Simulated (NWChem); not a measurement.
Molecule: HSe2F; SMILES [Se]([SeH])F

```xyz
4

Se    -0.3927     0.9181    -0.0092
F      1.2214     1.6611    -0.0116
Se     0.0881    -1.3055    -0.0380
H      0.2001    -1.5133     1.4225
```
Atoms are numbered in this order, from 1.

Level: PBE0/def2-SVP (NWChem), optimised geometry, unscaled harmonic frequencies. This build's default masses of Se (78.918 u) and Br (79.917 u) are each other's, which moves their modes by up to 0.6 %.

```tsv
frequency (cm⁻¹)	IR intensity (km/mol)
179	3.8
312	5.1
380	9.1
647	77.4
760	5.6
2392	16.6
```

```json
{
  "zero_point_energy": "6.7 kcal/mol",
  "thermal correction to the enthalpy at 298.15 K (with zero-point energy)": "10.0 kcal/mol",
  "heat capacity Cv": "12.6 cal/(mol K)",
  "entropy at 298.15 K and 1 atm (symmetry number 1)": "73.3 cal/(mol K)",
  "dipole_moment": "2.17 D"
}
```

Rigid rotor and harmonic oscillator.
